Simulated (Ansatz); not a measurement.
`CC(C)[Si]Cl` + CH₃OH → `CO[Si]Cl` + propane at 298.15 K and 1 bar (ligand exchange at the Si–C bond).

Computed with Ansatz on PBE0-D4/def2-TZVP structures; ΔE is electronic, products minus reactants. CCSD(T)/CBS is the MP2 limit (def2-TZVPP, def2-QZVPP) plus CCSD(T) − MP2 in def2-TZVPP, frozen cores. This one scheme is used for every species. One conformer a species, not always the lowest.

```csv
species,CCSD(T)/CBS energy (Eh),H − E (kJ/mol),S (J/(mol·K))
`CC(C)[Si]Cl`,-867.23764,269.9,359.2
CH₃OH,-115.61712,146.3,238.2
`CO[Si]Cl`,-863.93892,132.7,321.4
`CCC`,-118.98051,285.9,268.4
```

H − E and S are ideal-gas, rigid-rotor, harmonic terms from PBE0-D4/def2-TZVP, for one conformer and one mirror image of each species. 1 Eh = 2625.50 kJ/mol, R = 8.31446 J/(mol·K).

Q: By hand: ΔE, ΔH, ΔS and ΔG.

A: ΔE = (-863.93892) + (-118.98051) − (-867.23764) − (-115.61712) = -0.06467 Eh = -169.8 kJ/mol. Δ(H − E) = 132.7 + 285.9 − 269.9 − 146.3 = 2.4, so ΔH = -167.4 kJ/mol. ΔS = 321.4 + 268.4 − 359.2 − 238.2 = -7.6 J/(mol·K). ΔG = -167.4 − 298.15 × (-7.6)/1000 = -165.1 kJ/mol.

Q: By hand: the equilibrium constant, and the temperature at which ΔG would vanish if ΔH and ΔS stayed fixed.

A: log₁₀ K = −ΔG/(RT ln 10) = 28.9. ΔG = 0 at ΔH/ΔS = 22026 K, far beyond where these terms or the molecules hold.

The number of gas molecules stays the same, so ΔS is small and ΔH decides. A doubt of 5 kJ/mol in ΔE shifts log₁₀ K by 0.9 here. Other conformers and mirror images would add mixing entropy, several J/(mol·K) or more a flexible species. Modes under 60 cm⁻¹, often nearly free rotors, make the harmonic entropy too high. These are equilibria of isolated gas molecules and say nothing of rates. Largest T1 diagnostic: 0.014 (customary marks: 0.02 for closed shells, 0.045 for open ones).
